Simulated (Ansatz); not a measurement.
Se₃⁻. Total charge -1; doublet. Geometry PBE0-D4/def2-TZVPD; atoms count from 1.

| atom | x (Å) | y (Å) | z (Å) |
| --- | --- | --- | --- |
| Se1 | 1.198 | -1.063 | 0.345 |
| Se2 | -0.523 | 0.384 | 0.984 |
| Se3 | -0.675 | 0.679 | -1.330 |

Another isomer (doublet) lies 0.74 eV lower at PBE0-D4/def2-TZVPD; other spin states weren't run for this one.

(1) Estimate the Mulliken populations from the PBE0/def2-TZVPD orbitals of Ansatz.

(2) Where does the spin sit?

(3) And the Mayer bond orders between heavy atoms (over 0.3)?

Answers

(1) 
| atom | charge (e) | spin (α − β) |
| --- | --- | --- |
| Se1 | -0.43 | 0.53 |
| Se2 | -0.14 | -0.06 |
| Se3 | -0.43 | 0.53 |
Mulliken values depend strongly on the basis. With diffuse functions, as here, like atoms can get unlike values, and bond orders can come out too low or too high.

(2) Summed by element: Se 1.00, of 1 unpaired in all. Largest on single atoms: Se3 0.53, Se1 0.53, Se2 -0.06.

(3) Se1–Se2 0.93 (2.34 Å); Se1–Se3 0.47 (3.06 Å); Se2–Se3 0.93 (2.34 Å).
